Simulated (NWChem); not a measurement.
System: C₃H₈N anion

Here is an NWChem input.

```
start job
memory heap 200 mb stack 900 mb global 1100 mb
charge -1
geometry units angstroms noautosym nocenter noautoz
  C      0.161642     1.416578     0.094549
  C     -0.116296    -0.053290    -0.347108
  C      1.073059    -0.934356     0.083614
  N     -1.314163    -0.616841     0.156062
  H      1.108969     1.822452    -0.324084
  H      0.200220     1.467632     1.196913
  H     -0.663957     2.064583    -0.241685
  H     -0.035519    -0.002523    -1.487755
  H      2.041472    -0.554818    -0.291845
  H      1.105818    -0.979703     1.185994
  H      0.919996    -1.959577    -0.286747
  H     -2.097426    -0.002689    -0.090526
end
basis spherical
  * library 6-31+g*
end
dft
  xc m06-2x
  iterations 150
end
cosmo
  do_cosmo_smd true
  solvent water
end
task dft energy
```

Excerpt of the output:

```
             Northwest Computational Chemistry Package (NWChem) 7.3.0
             --------------------------------------------------------

                             Geometry "geometry" -> ""
                             -------------------------

 Output coordinates in angstroms (scale by  1.889725989 to convert to a.u.)

  No.       Tag          Charge          X              Y              Z
 ---- ---------------- ---------- -------------- -------------- --------------
    1 C                    6.0000     0.16164200     1.41657800     0.09454900
    2 C                    6.0000    -0.11629600    -0.05329000    -0.34710800
    3 C                    6.0000     1.07305900    -0.93435600     0.08361400
    4 N                    7.0000    -1.31416300    -0.61684100     0.15606200
    5 H                    1.0000     1.10896900     1.82245200    -0.32408400
    6 H                    1.0000     0.20022000     1.46763200     1.19691300
    7 H                    1.0000    -0.66395700     2.06458300    -0.24168500
    8 H                    1.0000    -0.03551900    -0.00252300    -1.48775500
    9 H                    1.0000     2.04147200    -0.55481800    -0.29184500
   10 H                    1.0000     1.10581800    -0.97970300     1.18599400
   11 H                    1.0000     0.91999600    -1.95957700    -0.28674700
   12 H                    1.0000    -2.09742600    -0.00268900    -0.09052600

 Effective nuclear repulsion energy (a.u.)     126.1810286392

                                 NWChem DFT Module
                                 -----------------

 Summary of "ao basis" -> "ao basis" (spherical)
 ------------------------------------------------------------------------------
       Tag                 Description            Shells   Functions and Types
 ---------------- ------------------------------  ------  ---------------------
 C                          6-31+g*                  8       18   4s3p1d
 N                          6-31+g*                  8       18   4s3p1d
 H                          6-31+g*                  2        2   2s

 in cosmo_initialize ...
 calling solv_data for solv:h2o

 solvent parameters
 solvname_short: h2o
 solvname_long:  water
 dielec:       78.4000
 dielecinf:     1.7769
 aqueous SMD model solvent descriptors
 dielec:       78.4000
 sola:          0.8200

          ---------------
          -cosmo- solvent
          ---------------
 Cosmo: York-Karplus, doi: 10.1021/jp992097l
 dielectric constant -eps-     =  78.40
 screen = (eps-1)/(eps    )    =   0.98724
 surface charge correction     = lagrangian

   van der Waals surface
 --------------------------

 ---------- ATOMIC COORDINATES (A.U.) ------------ VDWR(ANG.) --
     1    0.30545909    2.67694426    0.17867170     1.850
     2   -0.21976757   -0.10070350   -0.65593901     1.850
     3    2.02778748   -1.76567682    0.15800755     1.850
     4   -2.48340797   -1.16566047    0.29491442     1.890
     5    2.09564754    3.44393491   -0.61242996     1.200
     6    0.37836094    2.77342233    2.26183760     1.200
     7   -1.25469680    3.90149615   -0.45671843     1.200
     8   -0.06712118   -0.00476778   -2.81144929     1.200
     9    3.85782269   -1.04845399   -0.55150708     1.200
    10    2.08969301   -1.85137022    2.24120368     1.200
    11    1.73854035   -3.70306358   -0.54187326     1.200
    12   -3.96356042   -0.00508147   -0.17106933     1.200
 number of segments per atom =        128
 number of   points per atom =        128
 atom (   nspa,  nppa )
 ----------------------
    1 (     55,     0 )       0
    2 (     18,     0 )       0
    3 (     49,     0 )       0
    4 (     83,     0 )       0
    5 (     57,     0 )       0
    6 (     56,     0 )       0
    7 (     55,     0 )       0
    8 (     58,     0 )       0
    9 (     57,     0 )       0
   10 (     56,     0 )       0
   11 (     55,     0 )       0
   12 (     47,     0 )       0
 number of -cosmo- surface points =      646
 molecular surface =    102.151 angstrom**2
 molecular volume  =     85.294 angstrom**3
 -lineq- algorithm             =   0
 -bem- low  level              =   3
 -bem- from -octahedral-
 gaussian surface charge width =   4.50000
 degree of switching           =   1.00000
 switching function tolerance  =   0.00010
 atomic radii =
 --------------
    1  6.000  1.850
    2  6.000  1.850
    3  6.000  1.850
    4  7.000  1.890
    5  1.000  1.200
    6  1.000  1.200
    7  1.000  1.200
    8  1.000  1.200
    9  1.000  1.200
   10  1.000  1.200
   11  1.000  1.200
   12  1.000  1.200
 ...... end of -cosmo- initialization ......

 nat:                    12
 ixmem:                  7844
 calling mnsol_interface()
 G(SMD-CDS) energy (kcal/mol)  =     0.171
 SMD-CDS SASA (angstrom**2)    =   135.553

            General Information
            -------------------
          SCF calculation type: DFT
          Wavefunction type:  closed shell.
          No. of atoms     :    12
          No. of electrons :    34
           Alpha electrons :    17
            Beta electrons :    17
          Charge           :    -1
          Spin multiplicity:     1
          Use of symmetry is: off; symmetry adaption is: off
          Maximum number of iterations: 150
          AO basis - number of functions:    88
                     number of shells:    48
          Convergence on energy requested:  1.00D-06
          Convergence on density requested:  1.00D-05
          Convergence on gradient requested:  5.00D-04

              XC Information
              --------------
                       M06-2X Method XC Functional
                     Hartree-Fock (Exact) Exchange  0.540
                        M06-2X Exchange Functional  1.000
                      M06-2X Correlation Potential  1.000

             Grid Information
             ----------------
          Grid used for XC integration:  medium
          Radial quadrature: Mura-Knowles
          Angular quadrature: Lebedev.
          Tag              B.-S. Rad. Rad. Pts. Rad. Cut. Ang. Pts.
          ---              ---------- --------- --------- ---------
          C                   0.70       49          12.0       434
          N                   0.65       49          11.0       434
          H                   0.35       45          11.0       434
          Grid pruning is: on
          Number of quadrature shells:   556
          Spatial weights used:  Erf1

      Superposition of Atomic Density Guess
      -------------------------------------

 Sum of atomic energies:        -171.27197729

 Renormalizing density from      33.00 to     34

      Non-variational initial energy
      ------------------------------

 Total energy =    -177.134397
 1-e energy   =    -493.133616
 2-e energy   =     189.818190
 HOMO         =       0.063337
 LUMO         =       0.219147

   convergence    iter        energy       DeltaE   RMS-Dens  Diis-err
 ---------------- ----- ----------------- --------- --------- ---------
     COSMO gas phase
 d= 0,ls=0.0,diis     1   -173.6305409685 -3.00D+02  3.21D-02  8.21D-01
 d= 0,ls=0.0,diis     2   -173.6510591990 -2.05D-02  1.42D-02  8.31D-01
 d= 0,ls=0.0,diis     3   -173.7479152912 -9.69D-02  3.83D-03  1.31D-02
 d= 0,ls=0.0,diis     4   -173.7489353300 -1.02D-03  5.26D-03  5.18D-03
 d= 0,ls=0.0,diis     5   -173.7495636471 -6.28D-04  6.98D-04  3.91D-04
  Resetting Diis
 d= 0,ls=0.0,diis     6   -173.7496162370 -5.26D-05  2.19D-04  1.43D-05
 d= 0,ls=0.0,diis     7   -173.7496188239 -2.59D-06  1.35D-04  1.69D-06
 d= 0,ls=0.0,diis     8   -173.7496191107 -2.87D-07  2.52D-05  1.41D-06
 d= 0,ls=0.0,diis     9   -173.7496193227 -2.12D-07  3.73D-05  5.42D-08
 d= 0,ls=0.0,diis    10   -173.7496193391 -1.64D-08  2.16D-05  2.59D-08
 d= 0,ls=0.0,diis    11   -173.7496193467 -7.57D-09  5.39D-06  5.77D-10

   convergence    iter        energy       DeltaE   RMS-Dens  Diis-err
 ---------------- ----- ----------------- --------- --------- ---------
     COSMO solvation phase
 d= 0,ls=0.0,diis     1   -173.8592501001 -1.10D-01  2.81D-02  1.74D-02
 d= 0,ls=0.0,diis     2   -173.8645457990 -5.30D-03  3.51D-03  1.01D-02
 d= 0,ls=0.0,diis     3   -173.8661701188 -1.62D-03  3.85D-03  2.30D-03
 d= 0,ls=0.0,diis     4   -173.8665203891 -3.50D-04  8.33D-04  1.05D-04
 d= 0,ls=0.0,diis     5   -173.8665536954 -3.33D-05  2.53D-04  4.65D-05
 d= 0,ls=0.0,diis     6   -173.8665706613 -1.70D-05  9.08D-05  1.80D-06
 d= 0,ls=0.0,diis     7   -173.8665723965 -1.74D-06  2.76D-05  9.98D-08
 d= 0,ls=0.0,diis     8   -173.8665732762 -8.80D-07  8.77D-06  2.49D-08

         Total DFT energy =     -173.866573276177
      One electron energy =     -496.982071340103
           Coulomb energy =      216.616838499339
    Exchange-Corr. energy =      -26.250428399519
 Nuclear repulsion energy =      126.181028639153

             COSMO energy =        6.568059324955

 Numeric. integr. density =       34.000004366458

                                COSMO-SMD solvation results
                                ---------------------------

             internal energy in gas <Psi(g)|H|Psi(g)> =      -173.749619346710
         internal energy in solvent <Psi(s)|H|Psi(s)> =      -173.739587297352
                               delta internal energy  =         0.010032049357 (    6.30 kcal/mol)
   total free energy in solvent <Psi(s)|H+V/2|Psi(s)> =      -173.866845546307
 polarization energy contribution <Psi(s)|V/2|Psi(s)> =        -0.127258248954 (  -79.86 kcal/mol)
    total free energy in solvent including G(SMD-CDS) =      -173.866573276177
                       G(SMD-CDS) energy contribution =         0.000272270130 (    0.17 kcal/mol)
     1 M fixed-concentration free energy of solvation =        -0.116953929467 (  -73.39 kcal/mol)

                       DFT Final Molecular Orbital Analysis
                       ------------------------------------

 Vector   15  Occ=2.000000D+00  E=-3.776117D-01
              MO Center=  2.8D-02,  2.3D-02, -7.5D-02, r^2= 3.1D+00
   Bfn.  Coefficient  Atom+Function         Bfn.  Coefficient  Atom+Function
  ----- ------------  ---------------      ----- ------------  ---------------
    21      0.302734   2 C  px               40      0.236248   3 C  py
    39     -0.219473   3 C  px               57     -0.191639   4 N  px
    22     -0.173299   2 C  py                3     -0.170888   1 C  px
    77      0.161788   7 H  s                 4      0.160862   1 C  py
    78      0.151992   7 H  s                25      0.143989   2 C  px

 Vector   16  Occ=2.000000D+00  E=-2.839432D-01
              MO Center= -1.0D+00, -6.3D-01,  1.7D-01, r^2= 2.1D+00
   Bfn.  Coefficient  Atom+Function         Bfn.  Coefficient  Atom+Function
  ----- ------------  ---------------      ----- ------------  ---------------
    58      0.386712   4 N  py               64     -0.337655   4 N  s
    60     -0.282872   4 N  s                62      0.258593   4 N  py
    59     -0.231109   4 N  pz               88      0.180066  12 H  s
    42      0.168850   3 C  s                22     -0.158625   2 C  py
    63     -0.154817   4 N  pz               87      0.144072  12 H  s

 Vector   17  Occ=2.000000D+00  E=-2.128825D-01
              MO Center= -1.1D+00, -4.3D-01,  3.4D-02, r^2= 2.1D+00
   Bfn.  Coefficient  Atom+Function         Bfn.  Coefficient  Atom+Function
  ----- ------------  ---------------      ----- ------------  ---------------
    59      0.433421   4 N  pz               63      0.346558   4 N  pz
    67      0.269631   4 N  pz               58      0.265603   4 N  py
    80      0.234825   8 H  s                62      0.222094   4 N  py
     6     -0.191242   1 C  s                66      0.171559   4 N  py
    10      0.151819   1 C  s                 4      0.140038   1 C  py

 Vector   18  Occ=0.000000D+00  E= 3.049989D-02
              MO Center= -1.6D-01,  1.0D-01, -7.2D-01, r^2= 1.2D+01
   Bfn.  Coefficient  Atom+Function         Bfn.  Coefficient  Atom+Function
  ----- ------------  ---------------      ----- ------------  ---------------
    46      2.535726   3 C  s                10      2.356137   1 C  s
    29     -2.228211   2 C  px               64     -1.910947   4 N  s
    28     -1.717415   2 C  s                30     -0.802012   2 C  py
    31     -0.574633   2 C  pz               67      0.469038   4 N  pz
    48      0.462182   3 C  py               11      0.309710   1 C  px

 Vector   19  Occ=0.000000D+00  E= 4.531047D-02
              MO Center=  1.1D+00, -2.4D-01,  6.8D-02, r^2= 1.6D+01
   Bfn.  Coefficient  Atom+Function         Bfn.  Coefficient  Atom+Function
  ----- ------------  ---------------      ----- ------------  ---------------
    46      7.491512   3 C  s                10     -6.209575   1 C  s
    30      3.461757   2 C  py               12      2.459238   1 C  py
    47     -2.337140   3 C  px               48      2.025772   3 C  py
    29     -1.610076   2 C  px               28     -1.370088   2 C  s
    49     -0.709934   3 C  pz               13      0.513414   1 C  pz

 Vector   20  Occ=0.000000D+00  E= 4.928186D-02
              MO Center=  6.3D-01,  7.7D-01,  6.9D-02, r^2= 1.4D+01
   Bfn.  Coefficient  Atom+Function         Bfn.  Coefficient  Atom+Function
  ----- ------------  ---------------      ----- ------------  ---------------
    28     13.246011   2 C  s                10     -7.108388   1 C  s
    46     -5.097427   3 C  s                12      2.694075   1 C  py
    31      2.122136   2 C  pz               29      1.927139   2 C  px
    47      1.519289   3 C  px               30      1.431680   2 C  py
    48     -1.158391   3 C  py               13      0.862811   1 C  pz

     Multipole analysis of the density
     ---------------------------------

     L   x y z        total         alpha         beta         nuclear
     -   - - -        -----         -----         ----         -------
     0   0 0 0     -1.000000    -17.000000    -17.000000     33.000000

     1   1 0 0      2.142975      0.985635      0.985635      0.171704
     1   0 1 0      1.713588      0.751856      0.751856      0.209877
     1   0 0 1     -0.676169     -0.091503     -0.091503     -0.493164

     2   2 0 0    -28.846413    -70.817191    -70.817191    112.787968
     2   1 1 0     -5.039552      1.049943      1.049943     -7.139437
     2   1 0 1      1.884659      0.635349      0.635349      0.613962
     2   0 2 0    -28.143887    -76.215872    -76.215872    124.287856
     2   0 1 1      0.499823      0.241142      0.241142      0.017539
     2   0 0 2    -25.699407    -24.242484    -24.242484     22.785561
```

Level: M06-2X/6-31+G* (spherical d), SMD on the gas-phase geometry. The geometry was optimised at B3LYP/def2-SVPD. Not confirmed as a minimum by frequencies. The gas-phase anion has a positive highest level at the geometry level, so the gas reference is doubtful. Solvent: water.
